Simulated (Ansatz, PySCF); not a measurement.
C2H7O, charge +1, singlet, geometry from GFN2-xTB, atoms displaced at random by about 0.08 Å a coordinate. Base run: PBE0/6-31G, gradient run with PySCF.

Here is a job for PySCF.
```python
from pyscf import gto, scf, dft

mol = gto.M(
    atom='''
C     1.26121159   -0.44024900   -0.04230778
C     0.20323145    0.61995707   -0.00133564
O    -1.30239606   -0.25887289   -0.08839287
H    -2.01133710    0.51393611    0.20653594
H    -0.06386939    1.29510195    0.92321557
H     0.05830027    1.27785677   -0.97703250
H     2.25437932    0.22681162   -0.03148354
H     1.18442710   -1.01209398    0.87401175
H     1.25237817   -1.00355438   -0.91878645
H    -1.24668923   -0.98991588    0.46669039
''',
    basis='6-31g',
    charge=1,
    verbose=4,
)

mf = dft.RKS(mol)
mf.xc = 'pbe0'
mf.kernel()
g = mf.nuc_grad_method()
grad = g.kernel()
```

Programs used: Ansatz (a first-principles code), PySCF; a row that names a program was run with it.

The coordinate followed is x of atom 8.

Variants of this job, named by their change:

| change | dE/dx (Eh/bohr) | net force (Eh/bohr) |
|---|---|---|
| base | -0.011863 | 0.000020 |
| density fitting = on | -0.011863 | 0.000020 |
| density fitting = on; auxbasis_response = off | -0.011863 | 0.001452 |
| finite difference step (bohr) = 1e-3; conv_tol = 1e-11 | -0.011853 | - |
| conv_tol = 1e-11 | -0.011863 | 0.000020 |
| code = ansatz | -0.011863 | 0.000000 |
| finite difference step (bohr) = 0.2; conv_tol = 1e-11 | -0.012013 | - |
| grid_response = on | -0.011853 | 0.000000 |
| conv_tol = 1e-6 | -0.011866 | 0.000020 |
| grids.level = 5; grid_response = off | -0.011862 | 0.000000 |
| grids.level = 1; grid_response = on | -0.011866 | 0.000000 |
| grids.level = 0; grid_response = on | -0.012039 | 0.000000 |

The net force is zero for an exact gradient.
